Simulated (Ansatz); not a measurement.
Ligands exchanged one at a time, B F-H. Isolated molecules, 0 K electronic values unless said otherwise. Strings in code marks are SMILES.

Quantity: vertical ionisation energy (energy after one electron is removed minus that of the parent at the parent's geometry), in eV.

Case: `BF`. Geometry of `BF` (neutral, multiplicity 1, Å):

```xyz
4

B     -0.0499     0.0083     0.4100
F      1.2118    -0.2013     0.0770
H     -0.5154     1.0820     0.1786
H     -0.6465    -0.8890     0.9218
```

**Question.** Estimate the vertical ionisation energy (energy after one electron is removed minus that of the parent at the parent's geometry) that frozen-core CCSD(T)/cc-pVTZ // B3LYP-D3(BJ)/def2-TZVP (Ansatz, a quantum-chemistry and plane-wave program) returns for this input.

**Answer.** 12.74 eV.
